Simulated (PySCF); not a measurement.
1,3,5-triazine cation (C3H3N3), SMILES c1ncncn1 (connectivity only; charge and spin as stated), charge +1, multiplicity 2.

Geometry optimised at PBE-D3(BJ)/def2-SVP. The multiplicity is an assumed one; no other spin state was optimised.

Level of theory: PySCF with PBE/def2-TZVP.

Gas-phase values at a fixed geometry.

Computed frontier levels, dipole moment and polarisability:
| Quantity | Result |
|---|---|
| α spin, highest occupied and lowest empty level | -13.16 and -9.27 eV |
| β spin, highest occupied and lowest empty level | -12.72 and -12.38 eV |
| dipole moment about the centre of nuclear charge | 1.16 D |
| mean static polarisability | 53.0 bohr³ (7.85 Å³) |
| polarisability, principal values | 26.3, 63.4, 69.1 bohr³ |
| ⟨S²⟩ | 0.754 (pure state 0.75) |
